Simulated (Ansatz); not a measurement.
C$_{3}$H$_{6}$ClGa, SMILES `C=C[CH2][GaH][Cl]`. The species carries charge 0 and has multiplicity 1.

```xyz
11

C    -0.333    0.482   -1.618
C    -0.665    0.687   -0.343
C    -0.742   -0.361    0.711
Ga    1.151   -0.422    1.259
Cl    2.257   -2.083    0.435
H    -0.137   -0.514   -2.002
H    -0.259    1.306   -2.317
H    -0.840    1.710   -0.015
H    -1.016   -1.339    0.313
H    -1.411   -0.087    1.526
H     1.995    0.622    2.050
```

Problem. List the harmonic frequencies (cm⁻¹, unscaled) at PBE0-D4/def2-TZVP in Ansatz. (An estimate is asked.)

Solution. Computed: 30, 56, 135, 187, 400, 411, 447, 532, 593, 715, 761, 935, 943, 1012, 1039, 1086, 1207, 1328, 1432, 1459, 1688, 2009, 3095, 3143, 3155, 3167, 3248.

Problem. Is this a minimum?

Solution. Yes, all 27 modes are real.

Problem. Give the ideal-gas thermochemistry at 298.15 K and 1 bar (rigid rotor, harmonic oscillator; point group C1, symmetry number 1).

Solution. Zero-point energy 204.6 kJ/mol; H(298) − E = 226.7 kJ/mol; entropy 373.6 J/(mol·K), of which translation 171.1, rotation 117.1, vibration 85.3; G(298) − E = 115.3 kJ/mol. Modes under 100 cm⁻¹ are hindered rotations or soft bends, so the harmonic entropy is rough.

Problem. And at 400, 500, 600, 800 and 1000 K?

Solution. 
| T (K) | H − E (kJ/mol) | S (J/mol/K) | G − E (kJ/mol) |
| --- | --- | --- | --- |
| 400 | 239.0 | 408.9 | 75.4 |
| 500 | 253.0 | 440.1 | 32.9 |
| 600 | 268.6 | 468.4 | -12.5 |
| 800 | 303.4 | 518.4 | -111.3 |
| 1000 | 341.9 | 561.3 | -219.4 |

Problem. Rotational constants (cm⁻¹)?

Solution. 0.1391, 0.05371, 0.04346.
